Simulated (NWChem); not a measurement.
System: C2H3BF2O; SMILES C=COB(F)F

Input file for NWChem:

```
start job
memory heap 200 mb stack 900 mb global 1100 mb
geometry units angstroms
  C     -2.250673    -0.183714    -0.441682
  C     -1.255465    -1.028483    -0.629710
  O      0.026946    -0.893273    -0.157268
  B      0.686749     0.190814     0.205175
  F      1.912089     0.057000     0.675979
  F      0.247118     1.439284     0.117986
  H     -2.128214     0.735876     0.102315
  H     -3.224570    -0.399680    -0.838841
  H     -1.359780    -1.962001    -1.166212
end
basis spherical
  * library def2-svp
end
dft
  xc xpbe96 cpbe96
  disp vdw 4
  iterations 150
end
driver
  maxiter 120
end
task dft optimize
task dft freq
```

Output (shortened):

```
             Northwest Computational Chemistry Package (NWChem) 7.3.0
             --------------------------------------------------------

 C1  symmetry detected

                             Geometry "geometry" -> ""
                             -------------------------

 Output coordinates in angstroms (scale by  1.889725989 to convert to a.u.)

  No.       Tag          Charge          X              Y              Z
 ---- ---------------- ---------- -------------- -------------- --------------
    1 C                    6.0000     0.48366483    -2.12957125    -0.20232698
    2 C                    6.0000    -0.62666749    -1.50492001     0.13884909
    3 O                    8.0000    -0.86154452    -0.15484970     0.04827267
    4 B                    5.0000    -0.01019536     0.85311215     0.01411017
    5 F                    9.0000    -0.48460995     2.07661053    -0.12374203
    6 F                    9.0000     1.30797482     0.76748496     0.13514746
    7 H                    1.0000     1.34600977    -1.60573138    -0.57452010
    8 H                    1.0000     0.55246234    -3.19717566    -0.11100514
    9 H                    1.0000    -1.50740705    -2.01376789     0.50701148

 Effective nuclear repulsion energy (a.u.)     221.7901279848

                                Z-matrix (autoz)
                                --------

 Units are Angstrom for bonds and degrees for angles

[...]

      ----------------------
      Optimization converged
      ----------------------

  Step       Energy      Delta E   Gmax     Grms     Xrms     Xmax
  ---- ---------------- -------- -------- -------- -------- --------
@   19    -377.22993653 -6.3D-09  0.00001  0.00000  0.00015  0.00052
                                     ok       ok       ok       ok

                                Z-matrix (autoz)
                                --------

 Units are Angstrom for bonds and degrees for angles

      Type          Name      I     J     K     L     M      Value     Gradient
      ----------- --------  ----- ----- ----- ----- ----- ---------- ----------
    1 Stretch                  1     2                       1.34224    0.00000
    2 Stretch                  1     7                       1.09767    0.00000
    3 Stretch                  1     8                       1.09881    0.00000
    4 Stretch                  2     3                       1.37607   -0.00001
    5 Stretch                  2     9                       1.10180    0.00000
    6 Stretch                  3     4                       1.36070   -0.00001
    7 Stretch                  4     5                       1.32851    0.00001
    8 Stretch                  4     6                       1.33503   -0.00001
    9 Bend                     1     2     3               127.99664   -0.00000
   10 Bend                     1     2     9               122.07380   -0.00000
   11 Bend                     2     1     7               123.32432   -0.00000
   12 Bend                     2     1     8               118.10137    0.00000
   13 Bend                     2     3     4               128.98602   -0.00000
   14 Bend                     3     2     9               109.92957    0.00000
   15 Bend                     3     4     5               117.73472   -0.00000
   16 Bend                     3     4     6               123.95990    0.00000
   17 Bend                     5     4     6               118.30538   -0.00000
   18 Bend                     7     1     8               118.57432   -0.00000
   19 Torsion                  1     2     3     4           0.03758   -0.00000
   20 Torsion                  2     3     4     5        -179.99127    0.00000
   21 Torsion                  2     3     4     6           0.00874   -0.00000
   22 Torsion                  3     2     1     7          -0.00602   -0.00000
   23 Torsion                  3     2     1     8        -179.99649    0.00000
   24 Torsion                  4     3     2     9        -179.96251    0.00000
   25 Torsion                  7     1     2     9         179.99409   -0.00000
   26 Torsion                  8     1     2     9           0.00362    0.00000

                         Geometry "geometry" -> "geometry"
                         ---------------------------------

 Output coordinates in angstroms (scale by  1.889725989 to convert to a.u.)

[...]

 Rotational Constants
 --------------------
 A=   0.262830 cm-1  (  0.378145 K)
 B=   0.083613 cm-1  (  0.120298 K)
 C=   0.063433 cm-1  (  0.091264 K)

 Temperature                      =   298.15K
 frequency scaling parameter      =   1.0000

 Zero-Point correction to Energy  =   34.983 kcal/mol  (  0.055749 au)
 Thermal correction to Energy     =   38.336 kcal/mol  (  0.061093 au)
 Thermal correction to Enthalpy   =   38.928 kcal/mol  (  0.062036 au)

 Total Entropy                    =   74.590 cal/mol-K
   - Translational                =   39.453 cal/mol-K (mol. weight =  92.0245)
   - Rotational                   =   26.539 cal/mol-K (symmetry #  =        1)
   - Vibrational                  =    8.599 cal/mol-K

 Cv (constant volume heat capacity) =   18.218 cal/mol-K
   - Translational                  =    2.979 cal/mol-K
   - Rotational                     =    2.979 cal/mol-K
   - Vibrational                    =   12.259 cal/mol-K

[normal modes left out]

 ----------------------------------------------------------------------------
 Normal Eigenvalue ||           Projected Infra Red Intensities
  Mode   [cm**-1]  || [atomic units] [(debye/angs)**2] [(KM/mol)] [arbitrary]
 ------ ---------- || -------------- ----------------- ---------- -----------
    1      -11.480 ||    0.000174           0.004         0.169       0.032
    2       -0.000 ||    0.000200           0.005         0.195       0.037
    3       -0.000 ||    0.000166           0.004         0.162       0.031
    4       -0.000 ||    0.000097           0.002         0.095       0.018
    5        0.000 ||    0.000372           0.009         0.363       0.069
    6        0.000 ||    0.000011           0.000         0.011       0.002
    7        0.000 ||    0.000004           0.000         0.004       0.001
    8      154.844 ||    0.000981           0.023         0.956       0.182
    9      187.416 ||    0.001136           0.026         1.107       0.210
   10      381.444 ||    0.000279           0.006         0.272       0.052
   11      441.735 ||    0.016688           0.385        16.268       3.091
   12      592.200 ||    0.002396           0.055         2.336       0.444
   13      644.511 ||    0.064159           1.480        62.546      11.885
   14      709.509 ||    0.000105           0.002         0.102       0.019
   15      780.216 ||    0.009325           0.215         9.091       1.727
   16      849.055 ||    0.046978           1.084        45.796       8.702
   17      960.070 ||    0.008693           0.201         8.475       1.610
   18      960.454 ||    0.022091           0.510        21.536       4.092
   19     1184.531 ||    0.056795           1.310        55.367      10.521
   20     1305.885 ||    0.053208           1.228        51.870       9.856
   21     1348.716 ||    0.055604           1.283        54.206      10.300
   22     1413.821 ||    0.240910           5.558       234.851      44.626
   23     1445.911 ||    0.750991          17.326       732.104     139.113
   24     1661.602 ||    0.113389           2.616       110.537      21.004
   25     3111.305 ||    0.001299           0.030         1.267       0.241
   26     3129.671 ||    0.010971           0.253        10.695       2.032
   27     3219.608 ||    0.000550           0.013         0.536       0.102
 ----------------------------------------------------------------------------

 ===============================================================================
      Negative Nuclear Hessian Mode    1  Eigenvalue =    -11.48 cm**(-1)
 -------------------------------------------------------------------------------
   Raw step length:  0.300 angstroms ;  The Raw step for this mode is:
    1 C                    6.0000     0.01609736     0.00009743     0.07564867
    2 C                    6.0000    -0.00949306    -0.00004468    -0.04466510
    3 O                    8.0000    -0.00434781    -0.00002519    -0.02039391
    4 B                    5.0000    -0.00147000    -0.00001012    -0.00689721
    5 F                    9.0000     0.01038868     0.00004187     0.04869242
    6 F                    9.0000    -0.01090486    -0.00005540    -0.05110647
    7 H                    1.0000     0.04343729     0.00024951     0.20428779
    8 H                    1.0000     0.00910093     0.00006881     0.04253124
    9 H                    1.0000    -0.03638322    -0.00018111    -0.17121833

  Geometry after  100.0% step for mode  1; Step length =  0.300 angstroms
   Maximum component (any atom: x,y, or z) displacement:  0.386
    1 C                    6.0000     0.53593893    -2.12512481    -0.04724060
    2 C                    6.0000    -0.65112173    -1.49923263     0.07875597
    3 O                    8.0000    -0.88447224    -0.14487024     0.15247036
    4 B                    5.0000    -0.01191809     0.88489657    -0.02055885
    5 F                    9.0000    -0.47534555     2.12147054     0.13527358
    6 F                    9.0000     1.27497658     0.72541152    -0.34120529
    7 H                    1.0000     1.50336172    -1.59492399    -0.11902035
    8 H                    1.0000     0.53476029    -3.22395121    -0.08063884
    9 H                    1.0000    -1.61006721    -2.05234288     0.15083976

  Geometry after -100.0% step for mode  1; Step length =  0.300 angstroms
   Maximum component (any atom: x,y, or z) displacement:  0.386
    1 C                    6.0000     0.50374422    -2.12531966    -0.19853795
    2 C                    6.0000    -0.63213560    -1.49914327     0.16808617
    3 O                    8.0000    -0.87577662    -0.14481987     0.19325818
    4 B                    5.0000    -0.00897810     0.88491681    -0.00676444
    5 F                    9.0000    -0.49612292     2.12138680     0.03788874
    6 F                    9.0000     1.29678630     0.72552232    -0.23899236
    7 H                    1.0000     1.41648713    -1.59542302    -0.52759593
    8 H                    1.0000     0.51655843    -3.22408883    -0.16570132
    9 H                    1.0000    -1.53730076    -2.05198067     0.49327641

  Geometry after   50.0% step for mode  1; Step length =  0.150 angstroms
   Maximum component (any atom: x,y, or z) displacement:  0.193
    1 C                    6.0000     0.52789025    -2.12517352    -0.08506494
    2 C                    6.0000    -0.64637520    -1.49921029     0.10108852
    3 O                    8.0000    -0.88229834    -0.14485765     0.16266732
    4 B                    5.0000    -0.01118309     0.88490163    -0.01711025
    5 F                    9.0000    -0.48053989     2.12144961     0.11092737
    6 F                    9.0000     1.28042901     0.72543922    -0.31565206
    7 H                    1.0000     1.48164308    -1.59504875    -0.22116424
    8 H                    1.0000     0.53020982    -3.22398561    -0.10190446
    9 H                    1.0000    -1.59187560    -2.05225233     0.23644893

  Geometry after  -50.0% step for mode  1; Step length =  0.150 angstroms
   Maximum component (any atom: x,y, or z) displacement:  0.193
    1 C                    6.0000     0.51179289    -2.12527095    -0.16071361
    2 C                    6.0000    -0.63688213    -1.49916561     0.14575362
    3 O                    8.0000    -0.87795053    -0.14483246     0.18306122
    4 B                    5.0000    -0.00971309     0.88491175    -0.01021304
    5 F                    9.0000    -0.49092858     2.12140774     0.06223495
    6 F                    9.0000     1.29133387     0.72549462    -0.26454559
    7 H                    1.0000     1.43820578    -1.59529827    -0.42545204
    8 H                    1.0000     0.52110889    -3.22405442    -0.14443570
    9 H                    1.0000    -1.55549237    -2.05207122     0.40766725

  Geometry after   51.8% step for mode  1; Step length =  0.155 angstroms
   Maximum component (any atom: x,y, or z) displacement:  0.200
    1 C                    6.0000     0.52818114    -2.12517176    -0.08369794
    2 C                    6.0000    -0.64654674    -1.49921109     0.10028140
    3 O                    8.0000    -0.88237690    -0.14485810     0.16229879
    4 B                    5.0000    -0.01120965     0.88490145    -0.01723488
    5 F                    9.0000    -0.48035217     2.12145036     0.11180726
    6 F                    9.0000     1.28023196     0.72543822    -0.31657557
    7 H                    1.0000     1.48242800    -1.59504424    -0.21747269
    8 H                    1.0000     0.53037428    -3.22398437    -0.10113590
    9 H                    1.0000    -1.59253306    -2.05225560     0.23335495

  Geometry after  -51.8% step for mode  1; Step length =  0.155 angstroms
   Maximum component (any atom: x,y, or z) displacement:  0.200
    1 C                    6.0000     0.51150201    -2.12527271    -0.16208061
    2 C                    6.0000    -0.63671059    -1.49916480     0.14656073
    3 O                    8.0000    -0.87787196    -0.14483201     0.18342975
    4 B                    5.0000    -0.00968653     0.88491193    -0.01008840
    5 F                    9.0000    -0.49111630     2.12140698     0.06135506
    6 F                    9.0000     1.29153093     0.72549562    -0.26362208
    7 H                    1.0000     1.43742085    -1.59530277    -0.42914359
    8 H                    1.0000     0.52094444    -3.22405566    -0.14520425
    9 H                    1.0000    -1.55483491    -2.05206795     0.41076123

  Geometry after   25.9% step for mode  1; Step length =  0.078 angstroms
   Maximum component (any atom: x,y, or z) displacement:  0.100
    1 C                    6.0000     0.52401135    -2.12519700    -0.10329361
    2 C                    6.0000    -0.64408770    -1.49919952     0.11185124
    3 O                    8.0000    -0.88125067    -0.14485158     0.16758153
    4 B                    5.0000    -0.01082887     0.88490407    -0.01544826
    5 F                    9.0000    -0.48304320     2.12143952     0.09919421
    6 F                    9.0000     1.28305670     0.72545257    -0.30333720
    7 H                    1.0000     1.47117622    -1.59510888    -0.27039041
    8 H                    1.0000     0.52801682    -3.22400219    -0.11215299
    9 H                    1.0000    -1.58310852    -2.05220869     0.27770652

  Geometry after  -25.9% step for mode  1; Step length =  0.078 angstroms
   Maximum component (any atom: x,y, or z) displacement:  0.100
    1 C                    6.0000     0.51567179    -2.12524747    -0.14248494
    2 C                    6.0000    -0.63916963    -1.49917637     0.13499090
    3 O                    8.0000    -0.87899820    -0.14483853     0.17814701
    4 B                    5.0000    -0.01006731     0.88490931    -0.01187502
    5 F                    9.0000    -0.48842527     2.12141782     0.07396811
    6 F                    9.0000     1.28870619     0.72548127    -0.27686045
    7 H                    1.0000     1.44867264    -1.59523814    -0.37622586
    8 H                    1.0000     0.52330190    -3.22403784    -0.13418717
    9 H                    1.0000    -1.56425945    -2.05211486     0.36640966
```

Level: PBE-D3(BJ)/def2-SVP.
